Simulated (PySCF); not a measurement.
BBr$_{2}$, doublet, geometry from GFN2-xTB; LC-WPBE/6-31G (PySCF).

Here is a job for PySCF.
```python
from pyscf import gto, scf, dft

mol = gto.Mole()
mol.atom = '''
    Br   -1.63757191   -0.08958501    0.00510133
    B    -0.01549352    0.82472876   -0.03127262
    Br    1.63978527   -0.02823338   -0.00063381
'''
mol.basis = '6-31g'
mol.spin = 1
mol.verbose = 4
mol.build()

mf = dft.UKS(mol)
mf.xc = 'lc_wpbe'
mf.kernel()
```

Problem. Write the output that PySCF gives for this input, abridged.

Solution. 
```
PySCF version 2.14.0

[INPUT] verbose = 4
[INPUT] num. atoms = 3
[INPUT] num. electrons = 75
[INPUT] charge = 0
[INPUT] spin (= nelec alpha-beta = 2S) = 1
[INPUT] symmetry False subgroup None
[INPUT] Mole.unit = angstrom
[INPUT] Symbol           X                Y                Z      unit          X                Y                Z       unit  Magmom
[INPUT]  1 Br    -1.637571910000  -0.089585010000   0.005101330000 AA   -3.094562419181  -0.169291133766   0.009640116571 Bohr   0.0
[INPUT]  2 B     -0.015493520000   0.824728760000  -0.031272620000 AA   -0.029278509505   1.558511483452  -0.059096686998 Bohr   0.0
[INPUT]  3 Br     1.639785270000  -0.028233380000  -0.000633810000 AA    3.098745063396  -0.053353355771  -0.001197727315 Bohr   0.0

nuclear repulsion = 297.208710985282
number of shells = 27
number of NR pGTOs = 202
number of NR cGTOs = 63
basis = 6-31g
ecp = {}

******** <class 'pyscf.dft.uks.UKS'> ********
method = UKS
initial guess = minao
damping factor = 0
level_shift factor = 0
DIIS = <class 'pyscf.scf.diis.CDIIS'>
diis_start_cycle = 1
diis_space = 8
diis_damp = 0
SCF conv_tol = 1e-09
SCF conv_tol_grad = None
SCF max_cycles = 50
direct_scf = True
direct_scf_tol = 1e-13
number electrons alpha = 38  beta = 37
XC library pyscf.dft.libxc version 7.1.2
    S. Lehtola, C. Steigemann, M. J. T. Oliveira, and M. A. L. Marques,  SoftwareX 7, 1–5 (2018)
XC functionals = lc_wpbe
    O. A. Vydrov and G. E. Scuseria,  J. Chem. Phys. 125, 234109 (2006)
radial grids:
    Treutler-Ahlrichs [JCP 102, 346 (1995); DOI:10.1063/1.469408] (M4) radial grids

becke partition: Becke, JCP 88, 2547 (1988); DOI:10.1063/1.454033
pruning grids: <function nwchem_prune>
grids dens level: 3
symmetrized grids: False
atomic radii adjust function: <function treutler_atomic_radii_adjust>
small_rho_cutoff = 0
Set gradient conv threshold to 3.16228e-05
tot grids = 54896
init E= -5169.89112645936

cycle= 1 E= -5171.55681227289  delta_E= -1.67  |g|= 0.28  |ddm|= 1.58
cycle= 2 E= -5171.59560317123  delta_E= -0.0388  |g|= 0.217  |ddm|= 0.809
cycle= 3 E= -5171.62077600237  delta_E= -0.0252  |g|= 0.0293  |ddm|= 0.261
cycle= 4 E= -5171.62279933803  delta_E= -0.00202  |g|= 0.0142  |ddm|= 0.149
cycle= 5 E= -5171.62322439427  delta_E= -0.000425  |g|= 0.00519  |ddm|= 0.074
cycle= 6 E= -5171.62330919674  delta_E= -8.48e-05  |g|= 0.0019  |ddm|= 0.0368
cycle= 7 E= -5171.62332097197  delta_E= -1.18e-05  |g|= 0.000467  |ddm|= 0.0149
cycle= 8 E= -5171.62332156229  delta_E= -5.9e-07  |g|= 0.000116  |ddm|= 0.00271
cycle= 9 E= -5171.62332161117  delta_E= -4.89e-08  |g|= 3.39e-05  |ddm|= 0.000573
cycle= 10 E= -5171.62332161551  delta_E= -4.34e-09  |g|= 9.79e-06  |ddm|= 0.000189
cycle= 11 E= -5171.6233216159  delta_E= -3.87e-10  |g|= 1.83e-06  |ddm|= 6.36e-05
Extra cycle  E= -5171.62332161591  delta_E= -1.46e-11  |g|= 9.31e-07  |ddm|= 6.44e-06
converged SCF energy = -5171.62332161591  <S^2> = 0.75372191  2S+1 = 2.0037185
```
